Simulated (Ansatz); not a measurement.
Gas-phase electronic energies from Ansatz, PBE0-D4/def2-TZVP geometries. CCSD(T)/CBS adds triple-zeta CCSD(T) − MP2 to the extrapolated MP2 energy (def2 sets, frozen cores). This one scheme is used for every species. Functionals use def2-TZVPP. One conformer a species, not always the lowest.

Reaction (isomerisation): `NCO[SiH3]` → `CO[SiH2]N`

```tsv
level	ΔE (kJ/mol)
ωB97X-V	-103.5
B2PLYP	-107.2
r2SCAN	-105.7
SCS-MP2/def2-QZVPP	-110.7
```

(1) What does CCSD(T)/CBS give? (Best estimate.)

Largest T1 diagnostic among the species: 0.011.

Answers

(1) Ansatz gave: -109.7 kJ/mol. The listed levels differ from it by 6.2, 2.5, 4.0, -1.0 kJ/mol.

From PBE to PBE0 (25 % exact exchange), in def2-TZVPP and without D4, ΔE moves by −3.8 kJ/mol.
